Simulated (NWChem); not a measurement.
# C₂H₄F₂Si; SMILES F/C=C(/F)[SiH3]

```xyz
9

F      0.7318    -1.9463     0.0000
C     -0.4378    -1.3198     0.0000
C     -0.5198     0.0134     0.0000
F     -1.7567     0.5480     0.0000
Si     0.8950     1.2595     0.0000
H     -1.3090    -1.9826     0.0000
H      2.1943     0.5340     0.0000
H      0.7768     2.1196     1.2136
H      0.7768     2.1196    -1.2136
```
Atoms are numbered in this order, from 1.

Program: NWChem. Medium grid unless said otherwise, to which SCAN and Minnesota functionals are sensitive. All runs use the structure optimised with PBE0/def2-SVP. Total energies of different functionals are on different scales.

| level | energy (Ha) | highest occupied level (eV) | orbital gap (eV) | dipole (D) |
|---|---|---|---|---|
| B3LYP/def2-SVP | -567.4615 | -7.12 | 6.69 | 0.21 |
| PBE/def2-SVP | -566.9978 | -6.01 | 4.87 | 0.23 |
| r2SCAN0/def2-SVP | -567.2380 | -7.63 | 7.43 | 0.23 |
| M06-L/def2-SVP | -567.4031 | -6.36 | 5.35 | 0.22 |
| SCAN/def2-SVP | -567.3568 | -6.39 | 5.33 | 0.24 |
| BHandHLYP/def2-SVP | -567.3137 | -8.61 | 9.42 | 0.23 |
| HCTH/407/def2-SVP | -567.4153 | -6.23 | 4.97 | 0.21 |
| PW91/def2-SVP | -567.3361 | … | 4.87 | 0.22 |

Task: Some entries are withheld; supply them.

Result: 
- PW91/def2-SVP, highest occupied level (eV): -6.06
